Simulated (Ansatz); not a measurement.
# What each rung costs, and what it gives

Saddle point of CH7GeN, closed shell (CH₇GeN ([CH3][GeH2][NH2]) → CH₄Ge ([CH2][GeH2]) + NH₃; bonds formed: N2–H4; bonds broken: Ge1–N2, C3–H4), PBE0-D4/def2-TZVP structure:

```xyz
10
angstrom
Ge -0.6690 0.1135 0.6919
N 1.2997 -0.1271 0.2974
C -0.8389 0.0253 -1.1813
H 0.7551 -0.1291 -0.7731
H -0.6781 1.4335 1.4879
H -0.9564 -1.0755 1.6299
H 1.7503 -0.9947 0.5712
H 1.9311 0.6479 0.4752
H -1.3973 -0.8366 -1.5487
H -1.1965 0.9428 -1.6504
```

Barriers are electronic and count from the start structure reached by relaxing down the imaginary mode.

Program: Ansatz 0.2.0. Basis: as named in each row. Cores are frozen in the correlated methods. Filled d shells of the heavier atoms are correlated. The def2 sets are not built for correlating such inner shells, so the correlated values are less sure here. B3LYP uses VWN-RPA correlation. Extrapolation: Hartree–Fock as exp(−7.88 √X), correlation as X^−2.97.

Times are rough, for one single point on 4 threads of a shared host (Arm Neoverse V1).

The estimate by CCSD(T) at an estimated basis limit (MP2 extrapolated from triple and quadruple zeta, plus CCSD(T) − MP2 in triple zeta) is 2.605 eV.

```csv
method,basis,time (s),barrier (eV),method less estimate
HF,STO-3G,under 1,4.479,1.874
PBE-D4,STO-3G,under 1,2.782,0.177
SPW92,def2-SVP,under 1,2.028,-0.577
PBE-D4,def2-SVP,1,2.205,-0.400
B3LYP-D4,6-31G,1,2.365,-0.240
SPW92,def2-TZVPP,2,2.090,-0.514
PBE0-D4,def2-SVP,2,2.442,-0.163
BLYP-D4,def2-TZVPP,2,2.352,-0.253
PBE-D4,def2-TZVPP,2,2.261,-0.344
B3LYP-D4,def2-TZVPP,3,2.531,-0.074
BHLYP-D4,def2-TZVPP,3,2.786,0.181
PBE0-D4,def2-TZVPP,3,2.486,-0.119
CAM-B3LYP-D4,def2-TZVPP,3,2.640,0.035
r2SCAN-D4,def2-TZVPP,4,2.460,-0.145
r2SCAN0-D4,def2-TZVPP,4,2.599,-0.006
wB97M-V,def2-SVP,5,2.531,-0.074
CCSD(T),def2-SVP,6,2.677,0.072
B2PLYP,def2-TZVPP,6,2.589,-0.016
PBE-QIDH,def2-TZVPP,6,2.637,0.032
wB97X-V,def2-TZVPP,6,2.690,0.085
wB97M-V,def2-TZVPP,7,2.595,-0.010
RPA on PBE,def2-TZVPP,7,2.600,-0.005
B97M-V,def2-TZVPP,8,2.563,-0.042
MP2,def2-QZVPP,29,2.581,-0.024
CCSD(T),def2-TZVPP,81,2.626,0.021
```

All methods are single points on the PBE0-D4 structures.

T1 diagnostic: at most 0.014.

Labels in which every atom is bracketed show which atoms are joined, not bond orders.
